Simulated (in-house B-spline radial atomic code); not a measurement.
Configurations of Kr VII (Kr6+), with energies counted from [Ar] 3d10 4s2. Level of theory: Dirac-Hartree-Fock, average of configuration, Fermi nucleus of rms radius 4.1884 fm; calculated with an all-electron radial atomic-structure program (B-spline basis). Energies include first-order Breit, QED and recoil terms.

Occupations are held fixed; configurations that lie above the ionisation limit could autoionise.

```csv
configuration,E - E(ref) (eV),highest orbital,its <r> (bohr)
[Ar] 3d10 4s1 4p1,15.733,4p3/2,1.517
[Ar] 3d10 4s1 5p1,59.948,5p3/2,2.962
[Ar] 3d10 4s1 6p1,77.806,6p3/2,4.813
[Ar] 3d10 4s1 7g1,93.315,7g9/2,9.038
[Ar] 3d9 4s2 5p1,141.22,5p3/2,2.911
[Ar] 3d9 4s2 4f1,145.43,4f5/2,2.335
[Ar] 3d9 4s2 6f1,169.84,6f5/2,6.489
[Ne] 3s2 3p5 3d10 4s2 5s1,260.86,5s1/2,2.653
[Ne] 3s2 3p5 3d10 4s2 4f1,272.09,4f5/2,2.331
[Ne] 3s2 3p5 3d10 4s2 6f1,296.52,6f5/2,6.483
[Ne] 3s2 3p5 3d10 4s2 7f1,301.72,7f5/2,9.205
[Ne] 3s2 3p5 3d10 4s2 8f1,305.08,8f5/2,12.36
```

(1) Order these further configurations by energy, lowest first.
A. [Ar] 3d9 4s2 6p1
B. [Ar] 3d10 4s1 4d1
C. [Ar] 3d10 4s1 8g1
D. [Ar] 3d10 4s1 4f1
E. [Ar] 3d10 4s1 5d1

(2) How far above the reference does [Ar] 3d10 4s1 6f1 lie?

(3) How far above the reference does [Ar] 3d9 4s2 6s1 lie?

(4) How far above the reference does [Ne] 3s2 3p5 3d10 4s2 6g1 lie?

(5) One of these lies 167.2 eV from the reference. Which?
A. [Ar] 3d9 4s2 7s1
B. [Ar] 3d10 4s1 8p1
C. [Ar] 3d10 4s1 6d1
D. [Ar] 3d10 4s1 8d1

## Answers

(1) B (42.73 eV), D (63.91 eV), E (70.185 eV), C (96.512 eV), A (159.6 eV).

(2) 87.856 eV; its least bound orbital is 6f5/2 with <r> = 6.584 bohr.

(3) 156.26 eV; its least bound orbital is 6s1/2 with <r> = 4.382 bohr.

(4) 297.27 eV; its least bound orbital is 6g9/2 with <r> = 6.243 bohr.

(5) A.
